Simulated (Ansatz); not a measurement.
Ansatz (a quantum-chemistry and plane-wave program) input for B(F)(OMe)(OtBu) (C5H12BFO2), SMILES COB(F)OC(C)(C)C, B3LYP-D3(BJ)/def2-SVP. 

Ansatz 0.2 input:
```yaml
crystal:
  periodic: [false, false, false]
  atoms:
    - {symbol: B, position_ang: [0.34872359, 0.98456745, -0.51881538]}
    - {symbol: F, position_ang: [1.53918198, 1.25662151, 0.05139459]}
    - {symbol: O, position_ang: [-0.03679988, 1.87647033, -1.44420140]}
    - {symbol: C, position_ang: [-1.25284722, 1.78039088, -2.15546763]}
    - {symbol: H, position_ang: [-1.87357676, 2.64081849, -1.89726581]}
    - {symbol: H, position_ang: [-1.02527422, 1.80606799, -3.22267369]}
    - {symbol: H, position_ang: [-1.78154997, 0.85862185, -1.91048891]}
    - {symbol: O, position_ang: [-0.38385272, -0.08664593, -0.18988857]}
    - {symbol: C, position_ang: [-0.07262177, -1.09748237, 0.78089434]}
    - {symbol: C, position_ang: [0.04907955, -0.46623285, 2.16926394]}
    - {symbol: C, position_ang: [-1.24878595, -2.07760289, 0.74307183]}
    - {symbol: C, position_ang: [1.22554359, -1.81020428, 0.39736217]}
    - {symbol: H, position_ang: [0.21765423, -1.23870036, 2.91456253]}
    - {symbol: H, position_ang: [-0.86509993, 0.06933167, 2.41523320]}
    - {symbol: H, position_ang: [0.87905811, 0.23428767, 2.19207136]}
    - {symbol: H, position_ang: [-2.17235913, -1.55882957, 0.98590544]}
    - {symbol: H, position_ang: [-1.09154719, -2.87802335, 1.46002245]}
    - {symbol: H, position_ang: [-1.34459386, -2.50485280, -0.25160444]}
    - {symbol: H, position_ang: [2.05756171, -1.11190666, 0.41505375]}
    - {symbol: H, position_ang: [1.14032118, -2.22436704, -0.60472617]}
    - {symbol: H, position_ang: [1.42616132, -2.61668509, 1.09740755]}
basis:
  gaussian:
    orbitals: def2-SVP
hamiltonian:
  xc: b3lyp
  dispersion: d3bj
relax: {f_tol: 0.002, max_steps: 200}
```

Output:

```
[...]
mean field: 1.36 GiB planned
mean field -12863.35931325 eV, -472.7197356638 hartree, gradient 1.3e-5 eV, S^2 0.000000; 0 other end points of the search recorded, 0 dependent functions left out
the calculation of the forces begins
reference -12863.35960748 eV, -472.7197464765 hartree; 36, 36 occupied and 150, 150 virtual orbitals, 2084 factors
relax step  44: F+E_penalty+E_count = -12864.14322069 eV  Δ(F+E_penalty+E_count) = -1.067e-4 eV  max|allowed force component| = 2.611e-2 eV/Å  Δτ_max = 0.0113 Å  (23 SCF iters, accepted)
these checks for a lower state are left out or cut short: starts, cluster_reference, orbital_swaps, neighbouring_geometries, increment
integrals: 0.27 GiB planned
2084 factors; integrals over basis functions are off by at most 3.7e-4 eV
mean field: 1.36 GiB planned
mean field -12863.35933820 eV, -472.7197365806 hartree, gradient 5.0e-5 eV, S^2 0.000000; 0 other end points of the search recorded, 0 dependent functions left out
the calculation of the forces begins
reference -12863.35963244 eV, -472.7197473939 hartree; 36, 36 occupied and 150, 150 virtual orbitals, 2084 factors
relax step  45: F+E_penalty+E_count = -12864.14324682 eV  Δ(F+E_penalty+E_count) = -2.613e-5 eV  max|allowed force component| = 1.742e-2 eV/Å  Δτ_max = 0.0019 Å  (20 SCF iters, accepted)
these checks for a lower state are left out or cut short: starts, cluster_reference, orbital_swaps, neighbouring_geometries, increment
integrals: 0.27 GiB planned
2084 factors; integrals over basis functions are off by at most 3.7e-4 eV
mean field: 1.36 GiB planned
mean field -12863.35934930 eV, -472.7197369885 hartree, gradient 1.4e-5 eV, S^2 0.000000; 0 other end points of the search recorded, 0 dependent functions left out
the calculation of the forces begins
reference -12863.35964356 eV, -472.7197478024 hartree; 36, 36 occupied and 150, 150 virtual orbitals, 2084 factors
relax step  46: F+E_penalty+E_count = -12864.14328033 eV  Δ(F+E_penalty+E_count) = -3.352e-5 eV  max|allowed force component| = 8.179e-4 eV/Å  Δτ_max = 0.0067 Å  (23 SCF iters, accepted)
these checks for a lower state are left out or cut short: starts, cluster_reference, orbital_swaps, neighbouring_geometries, increment
integrals: 0.27 GiB planned
2084 factors; integrals over basis functions are off by at most 3.7e-4 eV
mean field: 1.36 GiB planned
mean field evaluation 320: about -12863.3592 eV, gradient 2.5e-1 eV
mean field -12863.35935867 eV, -472.7197373328 hartree, gradient 9.7e-6 eV, S^2 0.000000; 0 other end points of the search recorded, 0 dependent functions left out
the calculation of the forces begins
reference -12863.35965299 eV, -472.7197481489 hartree; 36, 36 occupied and 150, 150 virtual orbitals, 2084 factors
relax step  47: F+E_penalty+E_count = -12864.14331494 eV  Δ(F+E_penalty+E_count) = -3.460e-5 eV  max|allowed force component| = 6.325e-3 eV/Å  Δτ_max = 0.0220 Å  (30 SCF iters, accepted)
these checks for a lower state are left out or cut short: starts, cluster_reference, orbital_swaps, neighbouring_geometries, increment
integrals: 0.27 GiB planned
2084 factors; integrals over basis functions are off by at most 3.9e-4 eV
mean field: 1.36 GiB planned
mean field -12863.35930425 eV, -472.7197353332 hartree, gradient 9.7e-6 eV, S^2 0.000000; 0 other end points of the search recorded, 0 dependent functions left out
the calculation of the forces begins
reference -12863.35959869 eV, -472.7197461535 hartree; 36, 36 occupied and 150, 150 virtual orbitals, 2084 factors
relax step  48: F+E_penalty+E_count = -12864.14330045 eV  Δ(F+E_penalty+E_count) = +1.449e-5 eV  max|allowed force component| = 3.117e-2 eV/Å  Δτ_max = 0.0410 Å  (31 SCF iters, rejected (line search))
these checks for a lower state are left out or cut short: starts, cluster_reference, orbital_swaps, neighbouring_geometries, increment
integrals: 0.27 GiB planned
2084 factors; integrals over basis functions are off by at most 3.8e-4 eV
mean field: 1.36 GiB planned
mean field -12863.35937521 eV, -472.7197379410 hartree, gradient 6.9e-6 eV, S^2 0.000000; 0 other end points of the search recorded, 0 dependent functions left out
the calculation of the forces begins
reference -12863.35966958 eV, -472.7197487586 hartree; 36, 36 occupied and 150, 150 virtual orbitals, 2084 factors
relax step  49: F+E_penalty+E_count = -12864.14333980 eV  Δ(F+E_penalty+E_count) = -2.486e-5 eV  max|allowed force component| = 6.478e-3 eV/Å  Δτ_max = 0.0200 Å  (23 SCF iters, accepted)
these checks for a lower state are left out or cut short: starts, cluster_reference, orbital_swaps, neighbouring_geometries, increment
integrals: 0.27 GiB planned
2084 factors; integrals over basis functions are off by at most 3.9e-4 eV
mean field: 1.36 GiB planned
mean field -12863.35932233 eV, -472.7197359977 hartree, gradient 9.7e-6 eV, S^2 0.000000; 0 other end points of the search recorded, 0 dependent functions left out
the calculation of the forces begins
reference -12863.35961676 eV, -472.7197468176 hartree; 36, 36 occupied and 150, 150 virtual orbitals, 2084 factors
relax step  50: F+E_penalty+E_count = -12864.14333148 eV  Δ(F+E_penalty+E_count) = +8.323e-6 eV  max|allowed force component| = 2.143e-2 eV/Å  Δτ_max = 0.0343 Å  (31 SCF iters, rejected (line search))
these checks for a lower state are left out or cut short: starts, cluster_reference, orbital_swaps, neighbouring_geometries, increment
integrals: 0.27 GiB planned
2084 factors; integrals over basis functions are off by at most 3.8e-4 eV
mean field: 1.36 GiB planned
mean field -12863.35935871 eV, -472.7197373346 hartree, gradient 6.2e-6 eV, S^2 0.000000; 0 other end points of the search recorded, 0 dependent functions left out
the calculation of the forces begins
reference -12863.35965310 eV, -472.7197481531 hartree; 36, 36 occupied and 150, 150 virtual orbitals, 2084 factors
relax step  51: F+E_penalty+E_count = -12864.14334040 eV  Δ(F+E_penalty+E_count) = -6.005e-7 eV  max|allowed force component| = 1.464e-2 eV/Å  Δτ_max = 0.0171 Å  (23 SCF iters, accepted)
these checks for a lower state are left out or cut short: starts, cluster_reference, orbital_swaps, neighbouring_geometries, increment
integrals: 0.27 GiB planned
2084 factors; integrals over basis functions are off by at most 3.9e-4 eV
mean field: 1.36 GiB planned
mean field evaluation 352: about -12863.3580 eV, gradient 5.6e-1 eV
mean field -12863.35938282 eV, -472.7197382205 hartree, gradient 1.9e-5 eV, S^2 0.000000; 0 other end points of the search recorded, 0 dependent functions left out
the calculation of the forces begins
reference -12863.35967722 eV, -472.7197490396 hartree; 36, 36 occupied and 150, 150 virtual orbitals, 2084 factors
relax step  52: F+E_penalty+E_count = -12864.14335807 eV  Δ(F+E_penalty+E_count) = -1.767e-5 eV  max|allowed force component| = 1.132e-2 eV/Å  Δτ_max = 0.0167 Å  (23 SCF iters, accepted)
these checks for a lower state are left out or cut short: starts, cluster_reference, orbital_swaps, neighbouring_geometries, increment
integrals: 0.27 GiB planned
2084 factors; integrals over basis functions are off by at most 3.9e-4 eV
mean field: 1.36 GiB planned
mean field -12863.35938750 eV, -472.7197383924 hartree, gradient 7.8e-5 eV, S^2 0.000000; 0 other end points of the search recorded, 0 dependent functions left out
the calculation of the forces begins
reference -12863.35968190 eV, -472.7197492115 hartree; 36, 36 occupied and 150, 150 virtual orbitals, 2084 factors
relax step  53: F+E_penalty+E_count = -12864.14336297 eV  Δ(F+E_penalty+E_count) = -4.898e-6 eV  max|allowed force component| = 7.323e-3 eV/Å  Δτ_max = 0.0035 Å  (20 SCF iters, accepted)
these checks for a lower state are left out or cut short: starts, cluster_reference, orbital_swaps, neighbouring_geometries, increment
integrals: 0.27 GiB planned
2084 factors; integrals over basis functions are off by at most 3.9e-4 eV
mean field: 1.36 GiB planned
mean field -12863.35938775 eV, -472.7197384016 hartree, gradient 4.5e-5 eV, S^2 0.000000; 0 other end points of the search recorded, 0 dependent functions left out
the calculation of the forces begins
reference -12863.35968215 eV, -472.7197492208 hartree; 36, 36 occupied and 150, 150 virtual orbitals, 2084 factors
relax step  54: F+E_penalty+E_count = -12864.14336665 eV  Δ(F+E_penalty+E_count) = -3.678e-6 eV  max|allowed force component| = 3.540e-3 eV/Å  Δτ_max = 0.0019 Å  (19 SCF iters, accepted)
these checks for a lower state are left out or cut short: starts, cluster_reference, orbital_swaps, neighbouring_geometries, increment
integrals: 0.27 GiB planned
2084 factors; integrals over basis functions are off by at most 3.9e-4 eV
mean field: 1.35 GiB planned
mean field -12863.35938598 eV, -472.7197383365 hartree, gradient 9.4e-6 eV, S^2 0.000000; 0 other end points of the search recorded, 0 dependent functions left out
the calculation of the forces begins
reference -12863.35968039 eV, -472.7197491559 hartree; 36, 36 occupied and 150, 150 virtual orbitals, 2084 factors
relax step  55: F+E_penalty+E_count = -12864.14336923 eV  Δ(F+E_penalty+E_count) = -2.580e-6 eV  max|allowed force component| = 1.141e-3 eV/Å  Δτ_max = 0.0053 Å  (22 SCF iters, accepted)
integrals: 0.27 GiB planned
2084 factors; integrals over basis functions are off by at most 3.9e-4 eV
mean field: 1.35 GiB planned
mean field evaluation 384: about -12863.3594 eV, gradient 2.1e-3 eV
mean field -12863.35938598 eV, -472.7197383365 hartree, gradient 9.4e-6 eV, S^2 0.000000; 1 other end points of the search recorded, 0 dependent functions left out
the calculation of the forces begins
reference -12863.35968039 eV, -472.7197491559 hartree; 36, 36 occupied and 150, 150 virtual orbitals, 2084 factors
Total energy: -12864.14366364 eV, -472.7485600090 hartree
Atom 0 at     0.415770     0.980395    -0.547826 Å, force     0.000354     0.000425    -0.000496 eV/Å
Atom 1 at     1.604874     1.206647     0.031658 Å, force     0.000124    -0.000172    -0.000176 eV/Å
Atom 2 at     0.026993     1.853386    -1.504624 Å, force     0.000116     0.000199     0.001022 eV/Å
Atom 3 at    -1.210995     1.694967    -2.168875 Å, force    -0.000804    -0.000602    -0.001141 eV/Å
Atom 4 at    -2.056816     1.749101    -1.463171 Å, force     0.000604    -0.000091    -0.000448 eV/Å
Atom 5 at    -1.308573     2.505060    -2.905934 Å, force    -0.000044    -0.000488     0.000593 eV/Å
Atom 6 at    -1.267130     0.725640    -2.691823 Å, force    -0.000009     0.000925     0.000366 eV/Å
Atom 7 at    -0.368315    -0.066505    -0.202788 Å, force    -0.000406    -0.000284     0.000294 eV/Å
Atom 8 at    -0.080266    -1.072484     0.795246 Å, force     0.000038    -0.000160     0.000041 eV/Å
Atom 9 at     0.062649    -0.405077     2.166138 Å, force     0.000107     0.000236    -0.000093 eV/Å
Atom 10 at    -1.291810    -2.003615     0.771984 Å, force    -0.000081     0.000059    -0.000153 eV/Å
Atom 11 at     1.191727    -1.830158     0.403861 Å, force     0.000090    -0.000015     0.000035 eV/Å
Atom 12 at     0.199869    -1.165539     2.949929 Å, force    -0.000039    -0.000010    -0.000057 eV/Å
Atom 13 at    -0.843715     0.173378     2.402616 Å, force    -0.000002     0.000025     0.000006 eV/Å
Atom 14 at     0.927320     0.272487     2.186418 Å, force    -0.000062     0.000029     0.000117 eV/Å
Atom 15 at    -2.207787    -1.443204     1.012230 Å, force    -0.000047    -0.000016     0.000037 eV/Å
Atom 16 at    -1.173975    -2.815883     1.504849 Å, force     0.000019     0.000026     0.000005 eV/Å
Atom 17 at    -1.412744    -2.446815    -0.227893 Å, force    -0.000025    -0.000012     0.000002 eV/Å
Atom 18 at     2.065300    -1.163849     0.410816 Å, force     0.000024    -0.000091     0.000007 eV/Å
Atom 19 at     1.083097    -2.257991    -0.604698 Å, force    -0.000017     0.000022     0.000035 eV/Å
Atom 20 at     1.378904    -2.654296     1.108997 Å, force     0.000063    -0.000004     0.000004 eV/Å
Dipole moment:    -0.316105    -0.340284     0.072884 e Å
```

The calculation finished and met its thresholds.

Cost: very roughly 12 core-minutes.
